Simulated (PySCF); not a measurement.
C4H9Si2 (doublet state).
Numbering: `[CH:1]#[C:2][SiH2:3][CH2:4][CH2:5][SiH2:6]` (hydrogens: H7 on C1; H8, H9 on Si3; H10, H11 on C4; H12, H13 on C5; H14, H15 on Si6)

Cartesian coordinates in Å at the GFN2-xTB level; atoms count from 1:
```xyz
15
C4H9Si2 angstrom
C      1.6919    2.8691   -0.2277
C      1.7443    1.6682   -0.1965
Si     1.7855   -0.1808   -0.1193
C      0.0335   -0.8047   -0.5347
C     -1.0256   -0.2522    0.4254
Si    -2.7461   -0.9427    0.0282
H      1.6534    3.9205   -0.2587
H      2.1415   -0.5712    1.2517
H      2.7679   -0.6827   -1.0873
H     -0.2290   -0.5265   -1.5582
H      0.0180   -1.8969   -0.5022
H     -1.0241    0.8381    0.3638
H     -0.7457   -0.5036    1.4508
H     -3.2405   -0.5382   -1.2835
H     -2.8294   -2.3883    0.2149
```

The hyperfine couplings belong to this conformer and change with its torsions.

The calculation used UKS B3LYP, pcH-1 on C H Si, non-relativistic, mean-field spin-orbit, GIAO in PySCF 2.14.0. Isolated species at its GFN2-xTB geometry (one conformer only). Couplings are sensitive to structure, and on GFN2-xTB geometries they can be far from those on DFT ones, by a factor of two or more for some ions and for spin on atoms past the first row. Stability of the SCF solution: not tested.

Q: Where do the isotropic ENDOR lines of C4, C5, H14/H15, H8/H9, H10/H11, H12/H13 and Si3 fall at 339.0 mT, to first order?

A: For S = 1/2 in fast tumbling each set of equivalent nuclei gives two lines, ν± = |νn ± a/2| to first order, with νn = g_N μN B/h and μN/h = 7.62259 MHz/T.

```json
{"nuclei": "C4", "isotope": "13C", "g_N": "1.4048", "νn (MHz)": "3.63", "a_iso (MHz)": "39.40", "lower line (MHz)": "16.07", "upper line (MHz)": "23.33"}
{"nuclei": "C5", "isotope": "13C", "g_N": "1.4048", "νn (MHz)": "3.63", "a_iso (MHz)": "18.87", "lower line (MHz)": "5.80", "upper line (MHz)": "13.06"}
{"nuclei": "H14/H15", "isotope": "1H", "g_N": "5.5857", "νn (MHz)": "14.43", "a_iso (MHz)": "24.10", "lower line (MHz)": "2.38", "upper line (MHz)": "26.48"}
{"nuclei": "H8/H9", "isotope": "1H", "g_N": "5.5857", "νn (MHz)": "14.43", "a_iso (MHz)": "2.15", "lower line (MHz)": "13.36", "upper line (MHz)": "15.51"}
{"nuclei": "H10/H11", "isotope": "1H", "g_N": "5.5857", "νn (MHz)": "14.43", "a_iso (MHz)": "1.76", "lower line (MHz)": "13.55", "upper line (MHz)": "15.31"}
{"nuclei": "H12/H13", "isotope": "1H", "g_N": "5.5857", "νn (MHz)": "14.43", "a_iso (MHz)": "1.15", "lower line (MHz)": "13.86", "upper line (MHz)": "15.01"}
{"nuclei": "Si3", "isotope": "29Si", "g_N": "-1.1106", "νn (MHz)": "2.87", "a_iso (MHz)": "-21.08", "lower line (MHz)": "7.67", "upper line (MHz)": "13.41"}
```

The rows for 13C and 29Si, of low natural abundance, apply to labelled samples.

Q: Which pairs are centred on the nuclear Larmor frequency, and which on half the coupling?

A: Centred on νn, since |a| < 2νn: H14/H15, H8/H9, H10/H11 and H12/H13. Centred on |a|/2 and split by 2νn: C4, C5 and Si3.

Means are taken over nuclei equivalent by connectivity, which assumes that they swap fast.

The largest Mulliken spin population is on Si6 (+0.99). The angles at Si6 add up to 337.7°, so it is pyramidal.

On Arm Neoverse V2, one thread, shared host, this took 66 s of wall time (grids of density and orbitals included) and 0.91 GiB of memory at its peak.
